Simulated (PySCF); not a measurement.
## Trend along the fifth-period p block: MRb cations

r²SCAN with double-zeta basis sets in PySCF, for the lowest determinant that a PBE0 search found; no spin–orbit coupling. De refers to high-spin ground-configuration atoms (the charge goes to the atom of lower measured ionisation energy or higher electron affinity, which is not always the lowest computed limit). A positive dipole points towards Rb; it is taken about the centre of mass and depends on that origin.

| M | basis | charged atom | state (unpaired electrons) | Re (Å) | ωe (cm⁻¹) | De (eV) | μ (D) |
| --- | --- | --- | --- | --- | --- | --- | --- |
| In | def2-SVP | Rb+ | doublet (σ ↑) | 4.209 | 46.2 | 0.47 | 7.96 |
| Sb | def2-SVP | Rb+ | quartet (σ ↑, π ↑↑) | 4.075 | 38.2 | 0.11 | 9.98 |
| Te | def2-SVP | Rb+ | triplet (π ↑↑) | 3.859 | 60.3 | 0.34 | 9.41 |

The shortest bond is that of RbTe⁺ (3.859 Å), the longest that of RbIn⁺ (4.209 Å).

The state changes along the series, so neighbouring rows are not always alike in their bonding.

Weak bonds: RbIn⁺, RbSb⁺, RbTe⁺. Basis-set superposition, not corrected here, can be much of De in a small basis, most of all at correlated wavefunction levels. These are scalar-relativistic numbers at best; spin–orbit coupling would shift them, the dissociation energy most. For an ion De counts to the pair picked by the measured ionisation energies or electron affinities, which need not be the lowest pair at this level. States were picked by a PBE0 search and need not be the measured ground states.
